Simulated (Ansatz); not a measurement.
## Pulling the pair apart

The pair of HCl (SMILES Cl, atoms 1–2) and AlF₃ (SMILES F[Al](F)F, atoms 3–6), both closed shells, in one local arrangement (a lower one may exist), relaxed at PBE0-D4/def2-TZVP:

Cl1  (-0.789, -0.314, -1.552)
H2  (0.425, -0.595, -1.881)
F3  (1.569, -0.166, 0.278)
Al4  (0.023, 0.201, 0.727)
F5  (-0.405, 1.780, 0.836)
F6  (-0.823, -0.906, 1.592)
(Å)

AlF₃ is shifted rigidly along the line between the mean atom positions of the two fragments (negative: closer). Counterpoise interaction energies in kcal/mol. Ansatz 0.2.0; basis: def2-TZVPPD; cores frozen in the correlated methods.

```csv
shift (Å),HF,PBE-D4,wB97M-V
-0.25,-6.37,-9.92,-11.15
-0.12,-10.05,-13.18,-14.24
0.00,-11.42,-14.28,-15.16
0.12,-11.46,-14.12,-14.82
0.30,-10.39,-12.79,-13.27
0.62,-7.53,-9.53,-9.51
1.24,-3.60,-4.64,-4.26
2.47,-1.03,-1.19,-1.06
```

(1) What does CCSD(T) give at these shifts? (Judge from chemistry; the value comes from the calculation.)

T1 diagnostic: at most 0.013.

Answers

(1) By the calculation: -8.62, -12.08, -13.25, -13.09, -11.74, -8.40, -3.89, -1.02 kcal/mol. For zero shift, CCSD(T) at an estimated basis limit (MP2 extrapolated from triple and quadruple zeta, plus CCSD(T) − MP2 in triple zeta) gives -14.56 kcal/mol. These are counterpoise interaction energies, counted from the two frozen fragments.

For scale, one of the runs: CCSD(T)/def2-TZVPPD, 236 basis functions, launched by `ansatz run in.yaml --threads 4 --pin off --events-out ev --progress --plain --max-ram 9574MiB`. The run took 2 min on 4 CPU threads of an Arm Neoverse V2 (shared host), with 4.3 GiB of host memory at its peak.
